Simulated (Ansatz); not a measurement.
Gas-phase electronic energies from Ansatz, PBE0-D4/def2-TZVP geometries. CCSD(T)/CBS is the MP2 limit (def2-TZVPP, def2-QZVPP) plus CCSD(T) − MP2 in def2-TZVPP, frozen cores. This one scheme is used for every species. Functionals use def2-TZVPP. B3LYP here is the variant with VWN-RPA as its local correlation; programs differ in this. Each species was taken in one conformer, which may not be the lowest.

`BO[SiH2][SiH2]O` + PH₃ → `O[SiH2][SiH2]P` + `BO`  (ligand exchange at the Si–O bond)

| level | ΔE (kcal/mol) | difference from CCSD(T)/CBS |
| --- | --- | --- |
| PBE-D4 | 6.8 | -4.8 |
| r2SCAN-D4 | 10.1 | -1.5 |
| PBE0-D4 | 8.1 | -3.5 |
| B3LYP-D4 | 12.3 | 0.7 |
| ωB97X-V | 12.0 | 0.4 |
| ωB97M-V | 11.9 | 0.3 |
| B2PLYP | 13.1 | 1.5 |
| PBE | 7.3 | -4.3 |
| r2SCAN | 10.2 | -1.4 |
| PBE0 | 8.5 | -3.1 |
| B3LYP | 13.1 | 1.5 |
| HF/def2-TZVPP | 18.3 | 6.7 |
| MP2/def2-TZVPP | 11.9 | 0.3 |
| SCS-MP2/def2-TZVPP | 13.8 | 2.2 |
| CCSD/def2-TZVPP | 13.1 | 1.5 |
| CCSD(T)/def2-TZVPP | 12.0 | 0.4 |
| HF/def2-QZVPP | 18.7 | 7.1 |
| MP2/def2-QZVPP | 11.8 | 0.2 |
| SCS-MP2/def2-QZVPP | 13.6 | 2.0 |
| HF/CBS(def2) | 18.8 | 7.2 |
| MP2/CBS(def2) | 11.5 | -0.1 |
| CCSD/CBS(def2) | 12.7 | 1.1 |
| CCSD(T)/CBS | 11.6 | 0 |

Largest T1 diagnostic among the species: 0.014.

The D4 term adds −0.8 kcal/mol with B3LYP and −0.4 kcal/mol with PBE0; it sums over pairs of atoms, weighted by their polarisabilities, and B3LYP, whose exchange is more repulsive, gets the larger term. From PBE to PBE0 (25 % exact exchange), in def2-TZVPP and without D4, ΔE moves by +1.3 kcal/mol. In def2-TZVPP, CCSD(T) changes the Hartree–Fock value by −6.2 kcal/mol (the triples alone add −1.1 kcal/mol) and MP2 by −6.3 kcal/mol.

CCSD(T)/CBS has its own doubt, a few kJ/mol and more with outer-core shells, so smaller differences from it don't rank the levels.
